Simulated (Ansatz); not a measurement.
A nudged elastic band was laid between two geometries of Cl2FH4HfNS (10 atoms, charge 0, multiplicity 1).

These are results of Ansatz, RKS B3LYP-D4/def2-SVP, not measurements.

```
movable images  : 5
climbing image  : yes
spring          : 5.0 eV/Å²
optimiser       : quadratic models (default)
start path      : through a guess of the saddle point
force threshold : 0.05 eV/Å
iteration limit : 60
end points      : relaxed
```

Image 0:

```xyz
10
Properties=species:S:1:pos:R:3
Hf 0.026 0.078 -0.121
F 0.316 -0.252 1.751
N 1.963 -0.004 -0.663
H 2.735 -0.274 -0.054
H 2.333 0.201 -1.591
Cl -0.598 2.249 -0.883
Cl -0.971 -1.675 -1.409
S -2.808 0.149 1.112
H -3.148 -1.108 0.744
H -2.441 -0.237 2.357
```

Image 6:

```xyz
10
Properties=species:S:1:pos:R:3
Hf -0.458 -0.046 -0.508
F -0.093 -1.438 1.406
N 1.474 0.336 -0.110
H 2.067 -0.221 0.506
H 2.040 1.043 -0.579
Cl -0.849 1.607 -2.138
Cl -1.029 -2.093 -1.573
S -1.928 0.730 1.431
H -3.036 0.117 0.944
H -0.781 -0.909 1.864
```

What changes between the two ends?

Bonds broken: S8–H10. Bonds formed: F2–H10.

Give the energies along the band, and the barrier.

The forces met the threshold. The highest image is number 5 of 0 to 6, 21.5 kcal/mol above the first end and 1.1 kcal/mol above the last; the last end lies 20.4 kcal/mol above the first. A structure lower than the first end lies on the path between it and the top, so the climb from that side starts below the end, which may itself be a saddle point or a shallow side well. A vibrational analysis at the climbing image gives one clearly imaginary mode, 367i cm⁻¹: a first-order saddle point. The orbitals stay closed-shell, which can raise the energy where a bond breaks towards radicals; this wasn't checked here.

```
image  path coordinate (Å)  energy (kcal/mol)  S8–H10 (Å)  F2–H10 (Å)
    0                 0.00                0.0        1.35        2.82
    1                 1.22               -0.5        1.35        3.12
    2                 2.44                0.3        1.35        3.06
    3                 3.66                2.8        1.35        2.75
    4                 4.88                4.9        1.36        2.26
    5                 6.09               21.5        1.71        1.12
    6                 6.65               20.4        2.05        0.98
```

What is the geometry of the highest image?


```xyz
10
Properties=species:S:1:pos:R:3
Hf -0.385 -0.148 -0.455
F -0.241 -1.370 1.388
N 1.549 0.306 -0.169
H 2.193 -0.238 0.405
H 2.065 1.029 -0.669
Cl -0.952 1.573 -1.968
Cl -0.836 -2.126 -1.686
S -1.944 0.716 1.520
H -3.040 0.061 1.060
H -1.003 -0.675 1.817
```

The band took 23 iterations and roughly 26 core-minutes.

Time of the run: 7 min on 4 threads of Arm Neoverse V2 (shared host), peak memory 0.38 GiB.
